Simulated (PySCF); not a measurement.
H$_{6}$O$_{7}$Si$_{2}$, triplet, at the geometry of the source list (a higher spin typed on purpose: for a closed-shell molecule this is an excited state) (in this run its highest filled SCF level lies above zero, so its values depend strongly on the basis, on diffuse functions most of all); PySCF with MP2/STO-3G.

Here is a job for PySCF.
```python
from pyscf import gto, scf, mp

mol = gto.Mole()
mol.atom = '''
    O     2.808100    0.416000    0.647600
    Si    1.463100   -0.424400    0.326900
    O     1.660500   -1.346300   -0.986800
    O     1.130800   -1.366900    1.598400
    O     0.274900    0.665700    0.048100
    Si   -1.296400    0.507700   -0.287700
    O    -1.741800    1.818200   -1.141000
    O    -1.488100   -0.893400   -1.092300
    O    -2.244100    0.431200    1.023400
    H     3.161800    0.981300   -0.030600
    H     0.876400   -1.760700   -1.340100
    H     1.171700   -0.994500    2.474200
    H    -1.173800    2.118400   -1.844100
    H    -2.330500   -1.333000   -1.006200
    H    -2.272800    1.180800    1.610100
'''
mol.basis = 'sto-3g'
mol.charge = 0
mol.spin = 2
mol.verbose = 4
mol.build()

mf = scf.UHF(mol)
mf.kernel()

pt = mp.MP2(mf, frozen=17)
pt.kernel()
print('E(MP2) = %.10f' % pt.e_tot)
```

Problem. Predict the main parts of the log of this PySCF run.

Solution. 
```
PySCF version 2.14.0

[INPUT] verbose = 4
[INPUT] num. atoms = 15
[INPUT] num. electrons = 90
[INPUT] charge = 0
[INPUT] spin (= nelec alpha-beta = 2S) = 2
[INPUT] symmetry False subgroup None
[INPUT] Mole.unit = angstrom
[INPUT] Symbol           X                Y                Z      unit          X                Y                Z       unit  Magmom
[INPUT]  1 O      2.808100000000   0.416000000000   0.647600000000 AA    5.306539930391   0.786126067819   1.223786638268 Bohr   0.0
[INPUT]  2 Si     1.463100000000  -0.424400000000   0.326900000000 AA    2.764858292851  -0.801999767265   0.617751470120 Bohr   0.0
[INPUT]  3 O      1.660500000000  -1.346300000000  -0.986800000000 AA    3.137890229840  -2.544138281502  -1.864781739721 Bohr   0.0
[INPUT]  4 O      1.130800000000  -1.366900000000   1.598400000000 AA    2.136902301658  -2.583066639668   3.020538237505 Bohr   0.0
[INPUT]  5 O      0.274900000000   0.665700000000   0.048100000000 AA    0.519485711643   1.257990681123   0.090895826592 Bohr   0.0
[INPUT]  6 Si    -1.296400000000   0.507700000000  -0.287700000000 AA   -2.449840947886   0.959413953442  -0.543674206037 Bohr   0.0
[INPUT]  7 O     -1.741800000000   1.818200000000  -1.141000000000 AA   -3.291524963767   3.435900039684  -2.156177508129 Bohr   0.0
[INPUT]  8 O     -1.488100000000  -0.893400000000  -1.092300000000 AA   -2.812101445965  -1.688281319686  -2.064147845862 Bohr   0.0
[INPUT]  9 O     -2.244100000000   0.431200000000   1.023400000000 AA   -4.240734396136   0.814849904912   1.933945715880 Bohr   0.0
[INPUT] 10 H      3.161800000000   0.981300000000  -0.030600000000 AA    5.974936060650   1.854388246036  -0.057825619412 Bohr   0.0
[INPUT] 11 H      0.876400000000  -1.760700000000  -1.340100000000 AA    1.656155975569  -3.327240787522  -2.532421979530 Bohr   0.0
[INPUT] 12 H      1.171700000000  -0.994500000000   2.474200000000 AA    2.214192100153  -1.879332630880   4.675560377399 Bohr   0.0
[INPUT] 13 H     -1.173800000000   2.118400000000  -1.844100000000 AA   -2.218160525014   4.003195822279  -3.484843946310 Bohr   0.0
[INPUT] 14 H     -2.330500000000  -1.333000000000  -1.006200000000 AA   -4.404006733299  -2.519004924045  -1.901442426537 Bohr   0.0
[INPUT] 15 H     -2.272800000000   1.180800000000   1.610100000000 AA   -4.294969535911   2.231388607886   3.042648033162 Bohr   0.0

nuclear repulsion = 745.809115894582
number of shells = 37
number of NR pGTOs = 177
number of NR cGTOs = 59
basis = sto-3g
ecp = {}

******** <class 'pyscf.scf.uhf.UHF'> ********
method = UHF
initial guess = minao
damping factor = 0
level_shift factor = 0
DIIS = <class 'pyscf.scf.diis.CDIIS'>
diis_start_cycle = 1
diis_space = 8
diis_damp = 0
SCF conv_tol = 1e-09
SCF conv_tol_grad = None
SCF max_cycles = 50
direct_scf = True
direct_scf_tol = 1e-13
number electrons alpha = 46  beta = 44
Set gradient conv threshold to 3.16228e-05
init E= -1093.40937844713

cycle= 1 E= -1090.97450357899  delta_E= 2.43  |g|= 0.631  |ddm|= 4.05

cycle= 2 E= -1091.29063478218  delta_E= -0.316  |g|= 0.209  |ddm|= 1.97

cycle= 3 E= -1091.34354826905  delta_E= -0.0529  |g|= 0.11  |ddm|= 0.514

cycle= 4 E= -1091.36823665092  delta_E= -0.0247  |g|= 0.0727  |ddm|= 0.501
cycle= 5 E= -1091.39305369931  delta_E= -0.0248  |g|= 0.0584  |ddm|= 0.552
cycle= 6 E= -1091.40992387758  delta_E= -0.0169  |g|= 0.0343  |ddm|= 0.548
cycle= 7 E= -1091.41512051638  delta_E= -0.0052  |g|= 0.0235  |ddm|= 0.297
cycle= 8 E= -1091.41783191565  delta_E= -0.00271  |g|= 0.0125  |ddm|= 0.295
cycle= 9 E= -1091.41855829876  delta_E= -0.000726  |g|= 0.00885  |ddm|= 0.128
cycle= 10 E= -1091.41902117134  delta_E= -0.000463  |g|= 0.00555  |ddm|= 0.129
cycle= 11 E= -1091.41922476244  delta_E= -0.000204  |g|= 0.00411  |ddm|= 0.0714
cycle= 12 E= -1091.4193471432  delta_E= -0.000122  |g|= 0.0034  |ddm|= 0.0326
cycle= 13 E= -1091.41946190368  delta_E= -0.000115  |g|= 0.0025  |ddm|= 0.035
cycle= 14 E= -1091.41954752779  delta_E= -8.56e-05  |g|= 0.00153  |ddm|= 0.0346
cycle= 15 E= -1091.41957965014  delta_E= -3.21e-05  |g|= 0.000694  |ddm|= 0.027
cycle= 16 E= -1091.41958461537  delta_E= -4.97e-06  |g|= 0.000239  |ddm|= 0.0126
cycle= 17 E= -1091.41958491362  delta_E= -2.98e-07  |g|= 9.65e-05  |ddm|= 0.00314
cycle= 18 E= -1091.4195849481  delta_E= -3.45e-08  |g|= 4.44e-05  |ddm|= 0.000967
cycle= 19 E= -1091.41958495523  delta_E= -7.12e-09  |g|= 1.69e-05  |ddm|= 0.000328
cycle= 20 E= -1091.4195849562  delta_E= -9.71e-10  |g|= 7.11e-06  |ddm|= 9.46e-05
Extra cycle  E= -1091.41958495629  delta_E= -9e-11  |g|= 4.76e-06  |ddm|= 1.56e-05
converged SCF energy = -1091.41958495629  <S^2> = 2.0071432  2S+1 = 3.0047584

******** <class 'pyscf.mp.ump2.UMP2'> ********
nocc = (np.int64(29), np.int64(27)), nmo = (42, 42)
frozen orbitals 17
E(UMP2) = -1091.690646923  E_corr = -0.271061966711962
E(SCS-UMP2) = -1091.702884852  E_corr = -0.283299895712673
E_corr(same-spin) = -0.0484320742404017
E_corr(oppo-spin) = -0.222629892471561
E(MP2) = -1091.6906469230
```
